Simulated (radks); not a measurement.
Initial-state core-level shifts of neutral europium when its valence configuration changes from [Xe] 4f7 6s2. Method: scalar-relativistic Kohn-Sham, r2SCAN, spin-unpolarised, spherical densities, finite nucleus; meta-GGA in the generalised Kohn-Sham scheme; Fermi nuclear charge, rms radius 5.1115 fm; computed with a radial shooting solver on a logarithmic mesh with Libxc functionals. Shifts are changes of the shell-averaged eigenvalues in eV (positive: less bound); the change of the density at the nucleus, which sets a Mossbauer isomer shift, is in e/bohr^3, on a base of 6.054e+05.

valence,3d,4s,4p,4d,density at nucleus
4f6 6s2 6p1,-10.877,-10.538,-10.377,-10.110,+43.22
4f6 5d1 6s2,-7.626,-7.287,-7.118,-6.834,+32.25
4f7 6p2,-2.466,-2.481,-2.487,-2.497,-40.36
4f7 5d1 6s1,+0.864,+0.884,+0.894,+0.915,-23.02
4f7 6s1 6p1,-1.287,-1.295,-1.298,-1.303,-19.96
4f5 5d2 6s2,-16.554,-15.581,-15.174,-14.510,+69.70
4f7 6s1.5 6p0.5,-0.660,-0.664,-0.666,-0.668,-10.14
4f6.5 5d0.5 6s2,-3.621,-3.487,-3.411,-3.284,+15.26
